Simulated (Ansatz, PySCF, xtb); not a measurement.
Reaction (SMILES): [Li][N][C] → [Li][C][N]
Geometries: B3LYP-D3(BJ)/def2-TZVP minima from Ansatz (a quantum-chemistry and plane-wave program).

Property: isomerisation energy (enthalpy at 298 K, with B3LYP-D3(BJ) rigid-rotor harmonic-oscillator terms from PySCF), in kcal/mol. Correlated levels leave the core frozen unless marked. No spin-orbit coupling. Non-relativistic. Basis-set limits of correlation are two-point, X^-3; Hartree-Fock from the larger set.

```
level                                        program  isomerisation energy (kcal/mol)
------------------------------------  --------------  -------------------------------
GFN1-xTB                                         xtb                                …
GFN2-xTB                                         xtb                              1.9
HF-D3(BJ)/def2-TZVPD                   PySCF + dftd3                              7.3
HF-D4/def2-TZVPD                       PySCF + dftd4                              6.8
PBE-D4/def2-TZVPD                     Ansatz + dftd4                                …
B97M-V/def2-TZVPD                             Ansatz                              3.1
B3LYP/def2-TZVPD                              Ansatz                              3.2
PBE0/6-31G*                                   Ansatz                                …
PBE0-D3(BJ)/def2-TZVP                 Ansatz + dftd3                              2.5
TPSSh/def2-TZVPD                               PySCF                              2.3
HSE06/def2-TZVPD                              Ansatz                              2.6
CAM-B3LYP-D3(BJ)/def2-TZVPD           Ansatz + dftd3                                …
wB97X-V/def2-TZVPD                            Ansatz                              3.2
B2PLYP/def2-TZVPD                             Ansatz                              2.3
CCSD(T)/CBS(def2-TZVPPD,def2-QZVPPD)          Ansatz                              2.3
```

Question: Some entries are withheld; supply them.

Answer: 
- GFN1-xTB, isomerisation energy (kcal/mol): -9.5
- PBE-D4/def2-TZVPD, isomerisation energy (kcal/mol): 1.7
- PBE0/6-31G*, isomerisation energy (kcal/mol): 1.0
- CAM-B3LYP-D3(BJ)/def2-TZVPD, isomerisation energy (kcal/mol): 3.7
